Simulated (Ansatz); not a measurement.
Caution, from a PySCF single point (B3LYP-D3(BJ)/def2-TZVPD) at this geometry: the highest occupied level lies above zero, so the state may not be bound. This singlet lies 0.13 eV below the relaxed triplet at the level frozen-core CCSD(T)/aug-cc-pVTZ // B3LYP-D3(BJ)/def2-TZVPD (Ansatz, a program for electronic structure); other levels give the other order.

A geometry relaxed with B3LYP-D3(BJ)/def2-TZVPD (Ansatz), charge -1, multiplicity 1:

```xyz
5

Al    -0.7937     0.0166    -0.1788
H     -1.7757     1.3125     0.0494
H     -1.7867    -1.2889    -0.1139
Al     1.6300    -0.0493     0.7406
H      2.7261     0.0091    -0.4973
```

Problem. Write the SMILES of this molecule.

Solution. `[AlH-][AlH2]`
